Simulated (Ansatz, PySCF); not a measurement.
silyloxysilylformaldehyde (CH6O2Si2), SMILES O=C[SiH2]O[SiH3]. Atoms are numbered in the order given.

```xyz
11

O     -3.1757     0.0309     0.5605
C     -1.9995    -0.0969     0.8171
Si    -0.6849     0.1767    -0.5643
O      0.8165    -0.0683     0.0901
Si     2.4731    -0.1268    -0.0267
H     -1.6677    -0.3752     1.8595
H     -0.9571    -0.7919    -1.6628
H     -0.8288     1.5695    -1.0730
H      3.0229    -0.4915     1.3059
H      2.8787    -1.1496    -1.0332
H      3.0036     1.2038    -0.4408
```

Coordinates come from a B3LYP-D3(BJ)/def2-SVP optimisation. Other conformers were not sampled.

Two levels are set side by side: PBE-D3(BJ)/def2-SVP (Ansatz, a quantum-chemistry and plane-wave program) and B3LYP-D3(BJ)/def2-SVP (Ansatz). Each level has its own optimised geometry; the coordinates shown are those of the second. Frequencies come from the Hessian of PySCF at each geometry. Differences are taken from unrounded values.

| quantity | B3LYP-D3(BJ) | PBE-D3(BJ) | PBE-D3(BJ) minus B3LYP-D3(BJ) |
|---|---|---|---|
| mean bond length (Å) | 1.503 | 1.516 | 0.013 |
| bond O1–C2 (Å) | 1.211 | 1.219 | 0.008 |
| bond C2–Si3 (Å) | 1.927 | 1.935 | 0.009 |
| bond Si3–O4 (Å) | 1.656 | 1.672 | 0.016 |
| bond O4–Si5 (Å) | 1.662 | 1.677 | 0.015 |
| bond C2–H6 (Å) | 1.129 | 1.139 | 0.011 |
| bond Si3–H7 (Å) | 1.490 | 1.504 | 0.015 |
| bond Si3–H8 (Å) | 1.490 | 1.504 | 0.015 |
| bond Si5–H9 (Å) | 1.487 | 1.500 | 0.013 |
| bond Si5–H10 (Å) | 1.491 | 1.505 | 0.014 |
| bond Si5–H11 (Å) | 1.491 | 1.505 | 0.014 |
| highest harmonic wavenumber (cm⁻¹) | 2802 | 2715 | -87 |
| mean harmonic wavenumber (cm⁻¹) | 1058 | 1022 | -36 |
| zero-point energy (kcal/mol) | 40.84 | 39.43 | -1.41 |

Exact exchange shortens and stiffens bonds; PBE has none. Differences between two approximate levels are no errors against the true value.
